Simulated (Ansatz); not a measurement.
Ansatz (an electronic-structure program) input for B₂Cl₃, SMILES Cl[B]B(Cl)Cl (connectivity only; charge and spin as stated), charge +1, multiplicity 1, PBE-D3(BJ)/def2-SVP. 

Ansatz 0.2 input:
```yaml
crystal:
  periodic: [false, false, false]
  atoms:
    - {symbol: Cl, position_ang: [0.51690242, 2.44668516, 0.00000000]}
    - {symbol: B, position_ang: [0.52380389, 0.89125725, -0.00000000]}
    - {symbol: B, position_ang: [0.19331548, -0.68708710, 0.00000000]}
    - {symbol: Cl, position_ang: [-1.54249626, -0.28815855, -0.00000000]}
    - {symbol: Cl, position_ang: [0.81467638, -2.21857666, 0.00000000]}
basis:
  gaussian:
    orbitals: def2-SVP
hamiltonian:
  xc: pbe
  dispersion: d3bj
total_charge: 1
relax: {f_tol: 0.002, max_steps: 200}
```

Log of the run:

```
WARN ansatz: RAYON_NUM_THREADS=1 ignored (pool sized by the plan → 1); use --threads N
Functional definition: PBE
integrals: 0.03 GiB planned
893 factors; their error is unknown
mean field: 0.18 GiB planned
mean field evaluation 1: about -38878.7620 eV, gradient 4.1e1 eV
mean field evaluation 2: about -38869.7402 eV, gradient 6.7e1 eV
mean field evaluation 4: about -38883.7357 eV, gradient 4.4e0 eV
mean field evaluation 8: about -38883.7993 eV, gradient 1.6e-1 eV
mean field evaluation 16: about -38883.7523 eV, gradient 2.4e-5 eV
mean field -38883.75229957 eV, -1428.9515406554 hartree, gradient 2.4e-5 eV, S^2 0.000000; 0 other end points of the search recorded, 0 dependent functions left out
the calculation of the forces begins
reference -38883.75232646 eV, -1428.9515416436 hartree; 30, 30 occupied and 52, 52 virtual orbitals, 893 factors
relax step   1: F+E_penalty+E_count = -38883.91304717 eV  Δ(F+E_penalty+E_count) = +0.000e0 eV  max|allowed force component| = 3.705e0 eV/Å  Δτ_max = 0.0000 Å  (28 SCF iters, accepted)
these checks for a lower state are left out or cut short: starts, cluster_reference, orbital_swaps, neighbouring_geometries, increment
integrals: 0.03 GiB planned
893 factors; their error is unknown
mean field: 0.18 GiB planned
mean field -38883.94380932 eV, -1428.9585785088 hartree, gradient 1.0e-5 eV, S^2 0.000000; 0 other end points of the search recorded, 0 dependent functions left out
the calculation of the forces begins
reference -38883.94383659 eV, -1428.9585795110 hartree; 30, 30 occupied and 52, 52 virtual orbitals, 893 factors
relax step   2: F+E_penalty+E_count = -38884.10407727 eV  Δ(F+E_penalty+E_count) = -1.910e-1 eV  max|allowed force component| = 1.647e0 eV/Å  Δτ_max = 0.0851 Å  (31 SCF iters, accepted)
these checks for a lower state are left out or cut short: starts, cluster_reference, orbital_swaps, neighbouring_geometries, increment
integrals: 0.03 GiB planned
893 factors; their error is unknown
mean field: 0.18 GiB planned
mean field evaluation 32: about -38884.0249 eV, gradient 7.5e-5 eV
mean field -38884.02489164 eV, -1428.9615582290 hartree, gradient 7.5e-5 eV, S^2 0.000000; 0 other end points of the search recorded, 0 dependent functions left out
the calculation of the forces begins
reference -38884.02491940 eV, -1428.9615592494 hartree; 30, 30 occupied and 52, 52 virtual orbitals, 893 factors
relax step   3: F+E_penalty+E_count = -38884.18366065 eV  Δ(F+E_penalty+E_count) = -7.958e-2 eV  max|allowed force component| = 5.395e-1 eV/Å  Δτ_max = 0.1491 Å  (31 SCF iters, accepted)
these checks for a lower state are left out or cut short: starts, cluster_reference, orbital_swaps, neighbouring_geometries, increment
integrals: 0.03 GiB planned
893 factors; their error is unknown
mean field: 0.18 GiB planned
mean field -38884.07878343 eV, -1428.9635387159 hartree, gradient 5.4e-5 eV, S^2 0.000000; 0 other end points of the search recorded, 0 dependent functions left out
the calculation of the forces begins
reference -38884.07881074 eV, -1428.9635397193 hartree; 30, 30 occupied and 52, 52 virtual orbitals, 893 factors
relax step   4: F+E_penalty+E_count = -38884.23736399 eV  Δ(F+E_penalty+E_count) = -5.370e-2 eV  max|allowed force component| = 3.115e-1 eV/Å  Δτ_max = 0.2000 Å  (32 SCF iters, accepted)
these checks for a lower state are left out or cut short: starts, cluster_reference, orbital_swaps, neighbouring_geometries, increment
integrals: 0.03 GiB planned
893 factors; their error is unknown
mean field: 0.18 GiB planned
mean field -38884.09227831 eV, -1428.9640346437 hartree, gradient 5.2e-5 eV, S^2 0.000000; 0 other end points of the search recorded, 0 dependent functions left out
the calculation of the forces begins
reference -38884.09230567 eV, -1428.9640356489 hartree; 30, 30 occupied and 52, 52 virtual orbitals, 893 factors
relax step   5: F+E_penalty+E_count = -38884.25064033 eV  Δ(F+E_penalty+E_count) = -1.328e-2 eV  max|allowed force component| = 1.280e-1 eV/Å  Δτ_max = 0.1339 Å  (31 SCF iters, accepted)
these checks for a lower state are left out or cut short: starts, cluster_reference, orbital_swaps, neighbouring_geometries, increment
integrals: 0.03 GiB planned
893 factors; their error is unknown
mean field: 0.18 GiB planned
mean field -38884.09438309 eV, -1428.9641119927 hartree, gradient 7.9e-5 eV, S^2 0.000000; 0 other end points of the search recorded, 0 dependent functions left out
the calculation of the forces begins
reference -38884.09441049 eV, -1428.9641129997 hartree; 30, 30 occupied and 52, 52 virtual orbitals, 893 factors
relax step   6: F+E_penalty+E_count = -38884.25237346 eV  Δ(F+E_penalty+E_count) = -1.733e-3 eV  max|allowed force component| = 1.354e-2 eV/Å  Δτ_max = 0.0467 Å  (26 SCF iters, accepted)
these checks for a lower state are left out or cut short: starts, cluster_reference, orbital_swaps, neighbouring_geometries, increment
integrals: 0.03 GiB planned
893 factors; their error is unknown
mean field: 0.18 GiB planned
mean field -38884.09453898 eV, -1428.9641177216 hartree, gradient 5.3e-5 eV, S^2 0.000000; 0 other end points of the search recorded, 0 dependent functions left out
the calculation of the forces begins
reference -38884.09456639 eV, -1428.9641187290 hartree; 30, 30 occupied and 52, 52 virtual orbitals, 893 factors
relax step   7: F+E_penalty+E_count = -38884.25254420 eV  Δ(F+E_penalty+E_count) = -1.707e-4 eV  max|allowed force component| = 1.529e-3 eV/Å  Δτ_max = 0.0161 Å  (25 SCF iters, accepted)
these checks for a lower state are left out or cut short: starts, cluster_reference, orbital_swaps, neighbouring_geometries, increment
integrals: 0.03 GiB planned
893 factors; their error is unknown
mean field: 0.18 GiB planned
mean field -38884.09457159 eV, -1428.9641189198 hartree, gradient 5.1e-5 eV, S^2 0.000000; 0 other end points of the search recorded, 0 dependent functions left out
the calculation of the forces begins
reference -38884.09459901 eV, -1428.9641199276 hartree; 30, 30 occupied and 52, 52 virtual orbitals, 893 factors
relax step   8: F+E_penalty+E_count = -38884.25256753 eV  Δ(F+E_penalty+E_count) = -2.333e-5 eV  max|allowed force component| = 4.638e-3 eV/Å  Δτ_max = 0.0102 Å  (26 SCF iters, accepted)
these checks for a lower state are left out or cut short: starts, cluster_reference, orbital_swaps, neighbouring_geometries, increment
integrals: 0.03 GiB planned
893 factors; their error is unknown
mean field: 0.18 GiB planned
mean field evaluation 64: about -38884.0945 eV, gradient 2.3e-5 eV
mean field -38884.09449206 eV, -1428.9641159975 hartree, gradient 5.0e-5 eV, S^2 0.000000; 0 other end points of the search recorded, 0 dependent functions left out
the calculation of the forces begins
reference -38884.09451949 eV, -1428.9641170053 hartree; 30, 30 occupied and 52, 52 virtual orbitals, 893 factors
relax step   9: F+E_penalty+E_count = -38884.25249505 eV  Δ(F+E_penalty+E_count) = +7.248e-5 eV  max|allowed force component| = 2.677e-2 eV/Å  Δτ_max = 0.0056 Å  (26 SCF iters, rejected (line search))
these checks for a lower state are left out or cut short: starts, cluster_reference, orbital_swaps, neighbouring_geometries, increment
integrals: 0.03 GiB planned
893 factors; their error is unknown
mean field: 0.18 GiB planned
mean field -38884.09456455 eV, -1428.9641186612 hartree, gradient 2.6e-5 eV, S^2 0.000000; 0 other end points of the search recorded, 0 dependent functions left out
the calculation of the forces begins
reference -38884.09459197 eV, -1428.9641196689 hartree; 30, 30 occupied and 52, 52 virtual orbitals, 893 factors
relax step  10: F+E_penalty+E_count = -38884.25256928 eV  Δ(F+E_penalty+E_count) = -1.747e-6 eV  max|allowed force component| = 1.380e-4 eV/Å  Δτ_max = 0.0006 Å  (20 SCF iters, accepted)
integrals: 0.03 GiB planned
893 factors; their error is unknown
mean field: 0.18 GiB planned
mean field -38884.09456455 eV, -1428.9641186612 hartree, gradient 2.6e-5 eV, S^2 0.000000; 1 other end points of the search recorded, 0 dependent functions left out
the calculation of the forces begins
reference -38884.09459197 eV, -1428.9641196689 hartree; 30, 30 occupied and 52, 52 virtual orbitals, 893 factors
Total energy: -38884.25259670 eV, -1428.9699262357 hartree
Atom 0 at     1.038279     2.475368    -0.000194 Å, force    -0.000055    -0.000073     0.000042 eV/Å
Atom 1 at     0.456271     0.955081    -0.000025 Å, force     0.000089     0.000138    -0.000065 eV/Å
Atom 2 at    -0.149431    -0.625972     0.000067 Å, force    -0.000072    -0.000013    -0.000016 eV/Å
Atom 3 at    -1.864868    -0.775993     0.000495 Å, force    -0.000029     0.000015     0.000019 eV/Å
Atom 4 at     1.025951    -1.884364    -0.000343 Å, force     0.000067    -0.000068     0.000019 eV/Å
Dipole moment:     0.305050     0.796072    -0.000033 e Å
```

The run converged.

Cost: about 20 core-seconds (a rough figure).
